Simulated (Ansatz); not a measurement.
Ansatz (an electronic-structure program) input (PBE/def2-TZVP):

Ansatz 0.2 input:
```yaml
crystal:
  periodic: [false, false, false]
  atoms:
    - {symbol: B, position_ang: [-0.01632837, 0.70064774, -0.02212668]}
    - {symbol: Cl, position_ang: [1.51843406, -0.12274083, 0.01539562]}
    - {symbol: Cl, position_ang: [-1.51105255, -0.19399853, -0.00539289]}
    - {symbol: H, position_ang: [-0.04384379, 1.88133042, -0.05941303]}
basis:
  gaussian:
    orbitals: def2-TZVP
hamiltonian:
  xc: {name: PBE}
relax: {f_tol: 0.003, max_steps: 100}
```

End of the output:

```
the calculation of the forces begins
reference -25729.42232613 eV, -945.5388304563 hartree; 20, 20 occupied and 91, 91 virtual orbitals, 725 factors
relax step   4: F+E_penalty+E_count = -25729.42229246 eV  Δ(F+E_penalty+E_count) = -7.124e-7 eV  max|allowed force component| = 1.610e-3 eV/Å  Δτ_max = 0.0001 Å  (19 SCF iters, accepted)
integrals: 0.03 GiB planned
725 factors; their error is unknown
mean field: 0.28 GiB planned
mean field -25729.42229246 eV, -945.5388292193 hartree, gradient 9.4e-6 eV, S^2 0.000000; 1 other end points of the search recorded, 0 dependent functions left out
the calculation of the forces begins
reference -25729.42232613 eV, -945.5388304563 hartree; 20, 20 occupied and 91, 91 virtual orbitals, 725 factors
Total energy: -25729.42232613 eV, -945.5388304563 hartree
Atom 0 at    -0.016275     0.698340    -0.022054 Å, force    -0.000038     0.001610    -0.000051 eV/Å
Atom 1 at     1.519925    -0.126347     0.015520 Å, force     0.000758    -0.000591     0.000024 eV/Å
Atom 2 at    -1.512374    -0.197671    -0.005288 Å, force    -0.000730    -0.000626     0.000014 eV/Å
Atom 3 at    -0.044067     1.890917    -0.059716 Å, force     0.000009    -0.000392     0.000012 eV/Å
Dipole moment:    -0.001679     0.072058    -0.002276 e Å
```
